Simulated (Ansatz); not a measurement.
CF (SMILES [C]F): geometry of the low-spin state from B3LYP-D3(BJ)/def2-TZVP.
(charge 0, multiplicity 2):
```tsv
atom	x (Å)	y (Å)	z (Å)
C	0.0000	0.0000	-0.7653
F	0.0000	0.0000	0.5102
```
The high-spin state stands at its own minimum; R- takes a restricted low-spin state.

The values were computed with Ansatz (Gaussian basis) for Hartree–Fock, density functionals and correlated methods. 

The gap E(multiplicity 2) − E(multiplicity 4) (kcal/mol) and the share of exact exchange:

```csv
functional,exact exchange (%),value
U-PBE/def2-TZVPP,0,-79.75
U-PBE0/def2-TZVPP,25,-76.72
U-B3LYP/def2-TZVPP,20,-84.73
U-BHLYP/def2-TZVPP,50,-82.98
U-r2SCAN/def2-TZVPP,0,-70.50
```

Q: Take the value as linear in the share of exact exchange along PBE and PBE0. Give the slope, say whether the sign turns, and set the other functionals against that line.

A: 
Slope: (-76.72 − (-79.75))/2.5 = 1.21 kcal/mol for each 10 %. The line keeps its sign from 0 to 100 %. At 50 % it gives -73.7 kcal/mol. From B3LYP to BHLYP the slope is (-82.98 − (-84.73))/3 = 0.58 for each 10 %. BHLYP, at 50 %, lies -9.3 from the PBE line. B3LYP, at 20 %, lies -7.4 from the PBE line. r2SCAN, with none, stands 9.2 from PBE.

Ansatz is a first-principles code.
